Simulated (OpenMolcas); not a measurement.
Pr4+: effect of the ligand basis

Pr4+ with 6 ligands (bromide) in octahedral coordination (Oh) at 2.76 Å. A charge of +0.333 e stands 2.4 Å behind each ligand.

```json
{
 "Program": "OpenMolcas",
 "Method": "CASSCF",
 "Spin-orbit coupling": "state interaction with AMFI integrals over the reference wave functions"
}
```

Fixed: metal basis ANO-RCC-VTZP, active space 1 electron in 7 orbitals (4f), DKH2 Hamiltonian.

States (labels of O, the rotations of Oh). Energies in cm-1 above the lowest state or level, χT in cm3 K/mol.

```csv
Run,Ligand basis,Ground state,First state of that spin,First gap with spin-orbit (degeneracies),Width of lowest J,χT at 300 K,Cost
A,ANO-RCC-VDZP,2A2,2T2 648.6,"954.9 (2, 4)",955,0.411,roughly 110 core-seconds
B,ANO-RCC-VTZP,2A2,2T2 623.4,"950.2 (2, 4)",950,0.413,roughly 4 core-minutes
```

Against A, the width of the lowest J multiplet changes by -0.5 % in B.

Costs are those of the RASSCF and RASSI steps.

No measured value stands beside these numbers; the geometry was imposed, not optimised, and the real ion may take another.
